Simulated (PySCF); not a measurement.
## Gas-phase thermal properties of PbF2

Computed with PySCF (xtb for GFN2) and rigid-rotor harmonic-oscillator thermochemistry at 1 bar. 'Table' is the NASA 1993 thermochemical table (part measured, part estimated). All species are closed-shell singlets. Pb: scalar-relativistic def2 core potential, no spin-orbit coupling. The harmonic model lacks anharmonicity and excited electronic states, which grow with temperature; levels with a mode under 35 cm⁻¹ are left out. The table's entry may be an old estimate for PbF2 (not checked at source).

| level | point group | σ | ZPE (kJ/mol) | S°298 (J/mol/K) | Cp298 (J/mol/K) | S°1000 (J/mol/K) | H1000 − H298 (kJ/mol) |
|---|---|---|---|---|---|---|---|
| table | - | - | - | 292.7 | 51.0 | 359.4 | 39.1 |
| GFN2-xTB | C2v | 2 | 5.0 | 300.0 | 54.2 | 368.5 | 40.0 |
| PBE/def2-SVP | C2v | 2 | 7.4 | 292.6 | 51.0 | 359.3 | 39.1 |
| PBE0/def2-TZVP | C2v | 2 | 7.4 | 291.9 | 50.9 | 358.5 | 39.1 |
σ: rotational symmetry number. Electronic degeneracy used: 1. Frequencies are unscaled.
